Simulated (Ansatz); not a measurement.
```yaml
crystal:
  periodic: [false, false, false]
  atoms:
    - {symbol: C, position_ang: [-0.157945, 1.261612, -0.141352]}
    - {symbol: B, position_ang: [0.497758, -0.143287, -0.286028]}
    - {symbol: B, position_ang: [-0.050623, -1.540643, 0.474555]}
    - {symbol: F, position_ang: [-0.983734, -2.325015, -0.059725]}
    - {symbol: H, position_ang: [-0.772921, 1.346511, -1.054653]}
    - {symbol: H, position_ang: [-0.836096, 1.398264, 0.702336]}
    - {symbol: H, position_ang: [0.548024, 2.093740, -0.193047]}
    - {symbol: H, position_ang: [1.463239, -0.229324, -1.002057]}
    - {symbol: H, position_ang: [0.380897, -1.908260, 1.543069]}
basis:
  gaussian: {orbitals: pcseg-2}
hamiltonian: {xc: {name: wPBEh}}
accuracy: high
output: {forces: true}
```

```sh
$ ansatz run in.yaml --threads 2 --pin off --events-out ev --progress --plain --max-ram 4352MiB
```

It prints (some lines left out):

```
Functional definition: wPBEh
  name "wPBEh"
  cite "Heyd, Scuseria & Ernzerhof, J. Chem. Phys. 118, 8207 (2003) doi:10.1063/1.1564060"
  cite "Krukau, Vydrov, Izmaylov & Scuseria, J. Chem. Phys. 125, 224106 (2006) doi:10.1063/1.2404663"
  cite "Heyd & Scuseria, J. Chem. Phys. 120, 7274 (2004) doi:10.1063/1.1668634"
  cite "Ernzerhof & Perdew, J. Chem. Phys. 109, 3313 (1998) doi:10.1063/1.476928"
  cite "Perdew, Burke & Ernzerhof, Phys. Rev. Lett. 77, 3865 (1996) doi:10.1103/PhysRevLett.77.3865"
  parent pbe
  parameter a = 0.25
  parameter omega = 0.11/bohr
  exchange = wpbe_x - a*pbe_x_sr(omega) + a*exact_x_sr(omega)
  correlation = pbe_c
3428 factors; integrals over basis functions are off by at most 3.2e-9 eV
104 factors; integrals over basis functions are off by at most 1.3e-9 eV
mean field evaluation 1: about -5178.1579 eV, gradient 5.5e1 eV
mean field evaluation 2: about -5175.0668 eV, gradient 6.4e1 eV
mean field evaluation 4: about -5184.9302 eV, gradient 3.9e0 eV
mean field evaluation 8: about -5184.9479 eV, gradient 1.4e-1 eV
mean field evaluation 16: about -5184.9480 eV, gradient 9.0e-6 eV
mean field -5184.94797174 eV, -190.5433234776 hartree, gradient 2.2e-8 eV, S^2 0.000000; 0 other end points of the search recorded, 0 dependent functions left out
the calculation of the forces begins
reference -5184.94797657 eV, -190.5433236549 hartree; 15, 15 occupied and 175, 175 virtual orbitals, 3428 factors
Total energy: -5184.94797657 eV, -190.5433236549 hartree
Atom 0 at    -0.157945     1.261612    -0.141352 Å, force    -0.018786     0.030020    -0.004614 eV/Å
Atom 1 at     0.497758    -0.143287    -0.286028 Å, force     0.020582     0.004578    -0.017083 eV/Å
Atom 2 at    -0.050623    -1.540643     0.474555 Å, force     0.000382    -0.029703     0.022160 eV/Å
Atom 3 at    -0.983734    -2.325015    -0.059725 Å, force     0.013713     0.009962     0.009118 eV/Å
Atom 4 at    -0.772921     1.346511    -1.054653 Å, force     0.020794     0.003190     0.034432 eV/Å
Atom 5 at    -0.836096     1.398264     0.702336 Å, force     0.025760     0.001050    -0.033732 eV/Å
Atom 6 at     0.548024     2.093740    -0.193047 Å, force    -0.029103    -0.028484     0.002522 eV/Å
Atom 7 at     1.463239    -0.229324    -1.002057 Å, force    -0.020741    -0.001016     0.017573 eV/Å
Atom 8 at     0.380897    -1.908260     1.543069 Å, force    -0.012601     0.010403    -0.030375 eV/Å
Dipole moment:     0.064031     0.281924     0.014124 e Å
```

Run time 15 s (2 threads of an Arm Neoverse V2 on a shared host); peak host memory 0.94 GiB.
